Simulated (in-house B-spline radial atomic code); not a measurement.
## Pr5+: [Kr] 4d10 5s2 (5p1/2)1 (5p3/2)4 (8p3/2)1 (an excited or competing configuration)

All numbers are computed (Dirac-Hartree-Fock, average of the jj configuration; Fermi nucleus of rms radius 4.8919 fm) with a radial B-spline atomic code at the basis-set limit, not measured.

Screening seen three ways: the hydrogenic charge with the same mean radius, Z_r = [3n² - l(l+1)]/(2<r>), the one with the same energy, Z_e = n√(-2ε), and Slater's rules. Values are occupation-weighted means over j. An effective charge above Z reflects the relativistic contraction of the inner shells.

| shell | electrons | ε (eV) | <r> (bohr) | Z_r | Z_e | Slater |
| --- | --- | --- | --- | --- | --- | --- |
| 1s | 2 | -42317 | 0.02409 | 62.27 | 55.77 | 58.70 |
| 2s | 2 | -6992.9 | 0.1025 | 58.55 | 45.34 | 54.85 |
| 2p | 6 | -6273.8 | 0.09034 | 55.35 | 42.95 | 54.85 |
| 3s | 2 | -1629.1 | 0.2709 | 49.84 | 32.83 | 47.75 |
| 3p | 6 | -1394.4 | 0.269 | 46.46 | 30.37 | 47.75 |
| 3d | 10 | -1057.3 | 0.2469 | 42.53 | 26.45 | 37.85 |
| 4s | 2 | -414.99 | 0.6162 | 38.95 | 22.09 | 31.25 |
| 4p | 6 | -334.06 | 0.6496 | 35.41 | 19.82 | 31.25 |
| 4d | 10 | -212.87 | 0.7084 | 29.65 | 15.82 | 19.85 |
| 5s | 2 | -118.46 | 1.383 | 27.12 | 14.75 | 13.60 |
| 5p | 5 | -93.031 | 1.529 | 23.88 | 13.07 | 13.60 |
| 8p | 1 | -15.25 | 7.948 | 11.95 | 8.47 | 6.00 |

The least bound orbital is 8p3/2 at -15.25 eV, and it is also the most diffuse (<r> = 7.948 bohr).

For the 1s electron the small component carries 4.78 % of the norm, the zero-frequency Breit interaction raises the level by 115.8 eV, self-energy by 67.9 eV, and vacuum polarisation lowers it by 10.27 eV.
